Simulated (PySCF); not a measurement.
Species: C7H8N (doublet state).
Cartesian coordinates in Å at the GFN2-xTB level; atoms count from 1:
```xyz
16
C7H8N angstrom
C      2.9873   -1.1266   -0.2859
C      1.8932   -0.7550    0.0247
C      0.5647   -0.2781    0.3555
C     -0.5136   -1.0948   -0.2607
C     -1.8933   -0.6348   -0.0064
N     -2.0554    0.8083    0.0038
C     -1.0621    1.5731   -0.0398
C      0.3866    1.1931   -0.1152
H      3.9477   -1.4642   -0.5389
H      0.4470   -0.2811    1.4510
H     -0.2881   -1.7371   -1.0929
H     -2.2636   -0.9606    0.9787
H     -2.5951   -1.0266   -0.7483
H     -1.2771    2.6377   -0.0287
H      0.7191    1.2842   -1.1544
H      0.9951    1.8714    0.4876
```

The hyperfine couplings belong to this conformer and change with its torsions.

The species is `C#C[C@@H]1[CH]CN=CC1` [radical].

Computed, not measured: UKS B3LYP, pcH-1 on C H N, non-relativistic, mean-field spin-orbit, GIAO in PySCF. Isolated species at its GFN2-xTB geometry (one conformer only). The geometry wasn't refined by DFT: couplings that depend on bond lengths, twists or pyramidal angles can differ widely from those at the functional's own minimum. Stability of the SCF solution: not tested.

Principal values of hyperfine tensors in MHz (contact and dipolar terms together), for some of the nuclei:

| atom | isotope | A1 | A2 | A3 |
| --- | --- | --- | --- | --- |
| C4 | 13C | 32.54 | 32.77 | 269.53 |
| H12 | 1H | 94.06 | 96.12 | 109.06 |
| H10 | 1H | 66.35 | 66.66 | 80.67 |
| H11 | 1H | -96.92 | -59.21 | -20.73 |
| C8 | 13C | 34.00 | 34.90 | 51.38 |
| C5 | 13C | -32.93 | -31.73 | -28.32 |
| C3 | 13C | -33.13 | -31.25 | -28.49 |
| H16 | 1H | 10.89 | 12.79 | 19.44 |

(1) Split each tensor into its isotropic and traceless parts, and turn a_iso into mT with g = 2.0026.

(2) What spin density at the nucleus of C8 lies behind its contact coupling (g_N = 1.40482)?

(3) H14 (1H, g_N = 5.58569) isn't in the table. Its spin density at the nucleus is 0.003291 bohr⁻³. What is its contact coupling?

(4) Name the largest traceless tensor T of the table and describe it.

(5) What first-order splitting does H10 cause when the field lies along A1, A2 or A3 of its tensor (g taken as isotropic, no quadrupole term)?

Answers

(1) a_iso = (A1 + A2 + A3)/3, Ti = Ai − a_iso; 1 mT corresponds to 28.029 MHz.

```json
{"atom": "C4", "a_iso (MHz)": "111.61", "a_iso (mT)": "3.982", "T1": "-79.07", "T2": "-78.85", "T3": "157.92"}
{"atom": "H12", "a_iso (MHz)": "99.75", "a_iso (mT)": "3.559", "T1": "-5.68", "T2": "-3.63", "T3": "9.31"}
{"atom": "H10", "a_iso (MHz)": "71.23", "a_iso (mT)": "2.541", "T1": "-4.87", "T2": "-4.57", "T3": "9.44"}
{"atom": "H11", "a_iso (MHz)": "-58.95", "a_iso (mT)": "-2.103", "T1": "-37.97", "T2": "-0.26", "T3": "38.23"}
{"atom": "C8", "a_iso (MHz)": "40.09", "a_iso (mT)": "1.430", "T1": "-6.09", "T2": "-5.19", "T3": "11.28"}
{"atom": "C5", "a_iso (MHz)": "-30.99", "a_iso (mT)": "-1.106", "T1": "-1.94", "T2": "-0.74", "T3": "2.68"}
{"atom": "C3", "a_iso (MHz)": "-30.96", "a_iso (mT)": "-1.104", "T1": "-2.17", "T2": "-0.29", "T3": "2.47"}
{"atom": "H16", "a_iso (MHz)": "14.37", "a_iso (mT)": "0.513", "T1": "-3.48", "T2": "-1.58", "T3": "5.06"}
```

(2) a_FC = (2μ0/3) gₑ μB g_N μN ρ(0)/(2S·h) = 800.24 MHz × g_N × ρ(0)/(2S), with ρ in bohr⁻³. With a_FC = 40.09 MHz and 2S = 1, ρ(0) = 0.03566 bohr⁻³.

(3) By the same relation, a_FC = 14.71 MHz. Its full tensor has the principal values 13.00, 13.78, 17.35 MHz.

(4) C4: -79.1, -78.8, 157.9 MHz, axial, in the ratio −1:−1:+2, the form that spin in one p orbital centred on that nucleus gives.

(5) 2 lines (I = 1/2), spaced by |A_i|/(g × 13.996): 2.37, 2.38, 2.88 mT along the axes of A1, A2 and A3.
